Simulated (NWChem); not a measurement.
System: PbSiH$_{4}$, singlet; SMILES [SiH3][PbH]

Program: NWChem. Low-valent species are run as closed-shell singlets; no triplet was tried in these runs. Structure relaxed at the PBE0/def2-SVP level. Not confirmed as a minimum by frequencies. def2 effective core potentials on Pb; no spin-orbit coupling. Ions are spin-unrestricted doublets at the neutral geometry; other ion states weren't tried.

Task: What does the run give for PBE/def2-SVP? Quantities: vertical ionisation energy, ΔSCF (eV); −ε(HOMO) (eV).

Result: 
```
Property                               Result
-------------------------------------  ------
vertical ionisation energy, ΔSCF (eV)    8.31
−ε(HOMO) (eV)                            5.49
```
